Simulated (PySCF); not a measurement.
Parent: `[F:1][B:2]([F:3])[GeH3:4]`, BF2GeH3.

The calculation used PBE0-D3(BJ)/def2-SVP geometry optimisation, gas phase (PySCF). One conformer each, not checked by frequencies here.

```json
{"coordinate of the parent": "F1–B2", "value": "1.318 Å"}
{"coordinate of the parent": "B2–F3", "value": "1.318 Å"}
{"coordinate of the parent": "B2–Ge4", "value": "2.075 Å"}
{"coordinate of the parent": "F1–B2–F3", "value": "116.6°"}
{"coordinate of the parent": "F1–B2–Ge4", "value": "123.0°"}
{"coordinate of the parent": "F3–B2–Ge4", "value": "120.4°"}
```

Task: How does the shared frame change in `[CH3:1][O:2][CH2:3][GeH2:4][B:5]([F:6])[F:7]` with C1–O2–C3–Ge4 179°, O2–C3–Ge4–B5 -40°, C3–Ge4–B5–F6 116°, C2H7BF2GeO? Atoms pair as F1 = F6, B2 = B5, F3 = F7, Ge4 = Ge4 (parent first).

Result: 
```csv
parent,relative,value in the relative,change
F1–B2,F6–B5,1.317 Å,-0.001
B2–F3,B5–F7,1.320 Å,+0.002
B2–Ge4,B5–Ge4,2.069 Å,-0.006
F1–B2–F3,F6–B5–F7,116.5°,-0.1
F1–B2–Ge4,F6–B5–Ge4,124.1°,+1.1
F3–B2–Ge4,F7–B5–Ge4,119.4°,-1.0
```

Of the parent's bonds, B2–Ge4 changes most (-0.006 Å). Bonds of the relative outside the shared frame: C1–O2 1.396, O2–C3 1.404, C3–Ge4 1.972 Å.
